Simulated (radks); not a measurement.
Results of a calculation; reference values are marked as such.
Hg II, 79 electrons, occupied as [Xe] 4f14 5d10 6s1 (the NIST ground configuration).

Code: a radial shooting solver on a logarithmic mesh with Libxc functionals. Model: Dirac Kohn-Sham, BLYP, spin-unpolarised, spherical densities, finite nucleus; Fermi nuclear charge, rms radius 5.4648 fm.

Energy parts (eV):
| part | energy |
|---|---|
| total | -534921.74 |
| kinetic | 616687.08 |
| electron-nucleus | -1348428.83 |
| Hartree | 207009.32 |
| exchange-correlation | -10189.31 |

Orbitals (lengths in bohr, moments of r in powers of bohr; r(90%) holds 90 % of the orbital's charge):
orbital  occ.  eigenvalue (eV)      <r>  r(90%)
1s1/2       2        -83012.89  0.01659  0.0304
2s1/2       2        -14709.04  0.06926   0.109
2p1/2       2        -14118.20  0.05692  0.0950
2p3/2       4        -12170.07  0.06559   0.107
3s1/2       2        -3496.755   0.1801   0.265
3p1/2       2        -3229.453   0.1704   0.257
3p3/2       4        -2797.973   0.1863   0.279
3d3/2       4        -2353.446   0.1621   0.252
3d5/2       6        -2260.978   0.1670   0.258
4s1/2       2        -775.4605   0.3992   0.573
4p1/2       2        -660.6639   0.4011   0.583
4p3/2       4        -556.4396   0.4354   0.631
4d3/2       4        -368.3535   0.4425   0.660
4d5/2       6        -348.9235   0.4537   0.676
5s1/2       2        -126.8187   0.9023    1.29
4f5/2       6        -106.8677   0.4793   0.767
4f7/2       8        -102.6745   0.4861   0.778
5p1/2       2         -88.8935   0.9717    1.41
5p3/2       4         -70.5754    1.069    1.55
5d3/2       4         -19.8483    1.440    2.23
5d5/2       6         -17.9753    1.502    2.33
6s1/2       1         -14.7567    2.523    3.71

The highest occupied level is 6s1/2 at -14.757 eV. For comparison, the ionisation energy in NIST's Atomic Spectra Database is 18.757 eV (measured). In exact Kohn-Sham theory the highest level is minus the ionisation energy, but local and semilocal functionals leave it too shallow, through self-interaction and a potential that decays too fast; potentials with the right tail come closer. The density falls to 0.001 e/bohr^3 at r = 3.91 bohr.

Beside tabulated values, note that spin-unpolarised runs miss the spin-polarisation part of the exchange energy of open shells.
